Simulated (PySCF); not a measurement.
## Two-component Hartree-Fock for Ca (calcium, neutral)

Start: [Ar] 4s2. Calculated with PySCF 2.14 in x2c-SVPall-2c with one added diffuse shell of s type (6s5p2d, 31 functions): generalised Hartree-Fock with the X2C-1e Hamiltonian and a Gaussian nucleus; one run each with spin-orbit coupling (SO) switched off, then screened by Boettger's factors.

```json
{"spinor shell": "1s1/2", "electrons": "2", "ε, spin-free (eV)": "-4083.4", "ε, screened SO (eV)": "-4083.4", "weight of nominal j (screened SO)": "1.000", "rms radius, screened SO (bohr)": "0.0889"}
{"spinor shell": "2s1/2", "electrons": "2", "ε, spin-free (eV)": "-461.46", "ε, screened SO (eV)": "-461.46", "weight of nominal j (screened SO)": "1.000", "rms radius, screened SO (bohr)": "0.393"}
{"spinor shell": "2p1/2", "electrons": "2", "ε, spin-free (eV)": "-371.14", "ε, screened SO (eV)": "-373.71", "weight of nominal j (screened SO)": "1.000", "rms radius, screened SO (bohr)": "0.361"}
{"spinor shell": "2p3/2", "electrons": "4", "ε, spin-free (eV)": "-371.14", "ε, screened SO (eV)": "-369.86", "weight of nominal j (screened SO)": "1.000", "rms radius, screened SO (bohr)": "0.363"}
{"spinor shell": "3s1/2", "electrons": "2", "ε, spin-free (eV)": "-61.553", "ε, screened SO (eV)": "-61.553", "weight of nominal j (screened SO)": "1.000", "rms radius, screened SO (bohr)": "1.24"}
{"spinor shell": "3p1/2", "electrons": "2", "ε, spin-free (eV)": "-36.464", "ε, screened SO (eV)": "-36.744", "weight of nominal j (screened SO)": "1.000", "rms radius, screened SO (bohr)": "1.38"}
{"spinor shell": "3p3/2", "electrons": "4", "ε, spin-free (eV)": "-36.464", "ε, screened SO (eV)": "-36.324", "weight of nominal j (screened SO)": "1.000", "rms radius, screened SO (bohr)": "1.38"}
{"spinor shell": "4s1/2", "electrons": "2", "ε, spin-free (eV)": "-5.331", "ε, screened SO (eV)": "-5.331", "weight of nominal j (screened SO)": "1.000", "rms radius, screened SO (bohr)": "4.52"}
```

| quantity | spin-free | screened SO |
| --- | --- | --- |
| E (hartree) | -679.53394 | -679.53644 |
| M_J | 0 | 0 |
| ⟨J²⟩ | 0.000 | 0.000 |
| ⟨L²⟩ | 0.000 | 0.000 |
| ⟨S²⟩ | 0.000 | 0.000 |

Without spin-orbit coupling the j labels of p, d and f shells carry no meaning; the spin-free column gives the mean over the occupied spinors of each nl shell.
